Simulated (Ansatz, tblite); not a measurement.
Spin states of the cluster GeCl₃⁻, each relaxed with PBE0-D4/def2-SVPD in Ansatz. Electronic energies in the gas phase.

The xTB rows come from tblite. LC-ωPBE has ω = 0.4 bohr⁻¹. Correlated methods freeze 24 core orbitals; core or outer-core shells of Ge are correlated, in sets that lack core-valence functions. The structure comes from a short search, and lower isomers may exist.

Singlet geometry (C3v within 0.1 Å):

```xyz
4

Ge   -0.820    0.270   -0.020
Cl   -0.225   -1.685   -1.129
Cl    0.183   -0.217    2.021
Cl    0.862    1.631   -0.872
```

Triplet geometry (D3h within 0.1 Å):

```xyz
4

Ge    0.0022    0.0000    0.0023
Cl    0.0701   -0.8662   -2.1769
Cl   -0.7826   -1.3365    1.7673
Cl    0.7103    2.2028    0.4072
```

Quintet geometry (Cs within 0.1 Å):

```xyz
4

Ge   -0.2891    0.1064   -0.9393
Cl    0.7856   -0.3815    2.7616
Cl   -1.7784   -0.8376   -2.4643
Cl    1.2820    1.1126    0.6421
```

⟨S²⟩: triplet 2.01 at PBE0-D4/def2-TZVPD (pure 2.00), quintet 6.01 at PBE0-D4/def2-TZVPD (pure 6.00).

Only these spin states were relaxed. The quintet has other bonds than the singlet, so the gap mixes isomer and spin.

```
               level  triplet − singlet (kJ/mol)  quintet − singlet (kJ/mol)  lowest of these                                               remarks
            GFN1-xTB                       295.5                       784.1          singlet                                                     –
       HF/def2-TZVPD                       198.8                       516.7          singlet                                                     –
   PBE-D4/def2-TZVPD                       233.3                       614.9          singlet  HOMO above zero (quintet), HOMO above zero (triplet)
r2SCAN-D4/def2-TZVPD                       225.3                       601.5          singlet                             HOMO above zero (triplet)
  PBE0-D4/def2-TZVPD                       234.2                       620.7          singlet                                                     –
  LC-ωPBE/def2-TZVPD                       234.8                       626.9          singlet                                                     –
  RPA@PBE/def2-TZVPD                       243.2                       613.7          singlet                                                     –
      MP2/def2-TZVPD                       254.9                       662.6          singlet                                                     –
```

Change of the quintet − singlet gap on mixing in exact exchange, in kJ/mol: PBE to PBE0 (25 % exact exchange) 5.8.

The xTB methods have no term that favours high spin, so they put low spin too low.
